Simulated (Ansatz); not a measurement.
Start from `[CH3][Al]([F])[CH2][SiH3]` and change one atom or group to get `[CH3][Al]([F])[CH2]O`.

Ansatz, PBE0-D4/def2-TZVP geometries, multiplicity 1. Each molecule was computed in one conformer, which needn't be the lowest.

| property | `[CH3][Al]([F])[CH2][SiH3]` |
| --- | --- |
| HOMO–LUMO gap (ωB97M-V/def2-TZVPP) / eV | 11.17 |
| HOMO–LUMO gap (PBE/def2-TZVPP) / eV | 5.38 |
| LUMO energy (ωB97M-V/def2-TZVPP) / eV | 1.01 |
| HOMO energy (B3LYP/def2-TZVPP) / eV | -7.76 |
| LUMO energy (PBE0/def2-TZVPP) / eV | -0.55 |
| HOMO energy (PBE/def2-TZVPP) / eV | -6.72 |

Problem. What does the change do to each property? (An estimate is asked.)

Solution. Computed: 
| property | `[CH3][Al]([F])[CH2]O` | shift |
| --- | --- | --- |
| HOMO–LUMO gap (ωB97M-V/def2-TZVPP) / eV | 10.37 | -0.80 |
| HOMO–LUMO gap (PBE/def2-TZVPP) / eV | 4.33 | -1.05 |
| LUMO energy (ωB97M-V/def2-TZVPP) / eV | 1.03 | 0.02 |
| HOMO energy (B3LYP/def2-TZVPP) / eV | -6.83 | 0.93 |
| LUMO energy (PBE0/def2-TZVPP) / eV | -0.49 | 0.06 |
| HOMO energy (PBE/def2-TZVPP) / eV | -5.59 | 1.13 |

With PBE0 the HOMO rises by 0.94 eV and the LUMO rises by 0.06 eV, so the gap narrows by about 0.88 eV. PBE moves the HOMO by 1.13 eV and ωB97M-V by 0.82 eV.

B3LYP here is the variant with VWN-RPA as its local correlation; programs differ in this.
